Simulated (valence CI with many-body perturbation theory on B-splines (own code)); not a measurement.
Sensitivity of CI+MBPT for Re⁶⁰⁺

Computed by valence CI with perturbative core correlation (CI+MBPT): five valence electrons over a frozen Dirac-Fock core [Ne], a basis of 6 s, 6 p, 5 d, 3 f, 1 g functions for each j, with the one-electron correlation potential Σ1, the two-electron term Σ2, the three-electron term Σ3, Breit, model QED; selected CI, second order for the rest, scaled by the run's own slope (own B-spline code, finite nucleus).

The last digits are not significant, and no measured levels were compared; by estimate large intervals hold to a few tenths of a per cent, small ones and those within an open d or f shell to about a per cent. Among the levels kept, up to 710 cm⁻¹ of a level comes from second order outside the variational space, and about a tenth of that is noise between levels of different J, which matters for small intervals.

The reference run has the lowest level (3s^2 3p1/2^2 3p3/2) J=3/2 and an ionisation energy of 6303.22 eV. Its largest variational space holds 10000 state functions.

Levels are named by their leading jj configuration (3d3/2^4 stands for four electrons in 3d with j = 3/2), which in mixed levels can hold well under half, so a name can repeat and another be missing. Letters in brackets count levels of one name in rising energy.

Changed runs:
A. shift of the energy in Σ1 (hartree) 0 → -70.417
B. scale of Σ1 1 → 1.1
C. correlating orbitals by l 3 3 3 2 1 → 4 4 0 0 0
D. Davidson iteration limit 60 → 2 (bad on purpose)

Excitation energies of the reference run in cm⁻¹, and shifts in cm⁻¹:

```csv
Level,Reference,A,B,C,D
(3s^2 3p1/2^2 3d3/2) J=3/2,1884850,+114,-206,+2019,0
(3s^2 3p1/2^2 3d5/2) J=5/2,2691330,+28,-74,+2357,0
(3s^2 3p1/2 3p3/2^2) J=3/2,2941810,-195,+154,-639,+0.1
(3s^2 3p1/2 3p3/2^2) J=5/2,3038470,-195,+154,+350,+0.2
(3s^2 3p1/2 3p3/2^2) J=1/2,3164680,-197,+155,+671,+0.1
(3s 3p1/2^2 3p3/2^2) J=5/2,4379240,-11,-64,-677,+0.3
(3s 3p1/2^2 3p3/2^2) J=3/2,4622080,-32,-60,+576,+0.2
(3s 3p1/2^2 3p3/2^2) J=1/2,4639430,-20,-61,+571,-0.1
(3s^2 3p1/2 3p3/2 3d3/2) J=5/2 [a],4805090,-81,-52,+1374,+0.2
(3s^2 3p1/2 3p3/2 3d3/2) J=1/2 [a],4832300,-82,-51,+867,-0.1
(3s^2 3p1/2 3p3/2 3d3/2) J=3/2 [a],4834770,-75,-53,+1089,+0.1
(3s^2 3p1/2 3p3/2 3d3/2) J=7/2,4906220,-82,-50,+2538,0
Ionisation energy (eV),6303.22,-0.13,+0.10,-0.38,-2e-05
```

Run D: The Davidson iterations stopped at their limit.
